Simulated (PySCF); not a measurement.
Ligands exchanged one at a time, Si Br-OCH3. Gas-phase values, no solvent. One relaxed conformer stands for each flexible species; it need not be the lowest. Strings in code marks are SMILES.

Computed with B3LYP-D3(BJ)/def2-TZVP // B3LYP-D3(BJ)/def2-SVP run with PySCF. B3LYP has the VWN-RPA correlation part, as in Gaussian. Delta-SCF ions had no search for a lower state. 

```tsv
species	LUMO (eV)	vertical ionisation energy (Delta-SCF) (eV)	S1 oscillator strength
0 of 4 Br replaced by OCH3 (`Br[Si](Br)(Br)Br`)	-2.18	10.37	0.000
1 of 4 Br replaced by OCH3 (`CO[Si](Br)(Br)Br` (C–O–Si–Br torsion 60°))	-1.44	10.20	0.000
2 of 4 Br replaced by OCH3 (`CO[Si](Br)(Br)OC` (C–O–Si–Br torsion -59°, Br–Si–O–C torsion -57°))	-0.52	10.10	0.015
3 of 4 Br replaced by OCH3 (`CO[Si](Br)(OC)OC`)	–	10.02	0.028
4 of 4 Br replaced by OCH3 (`CO[Si](OC)(OC)OC`)	–	9.69	0.001
```
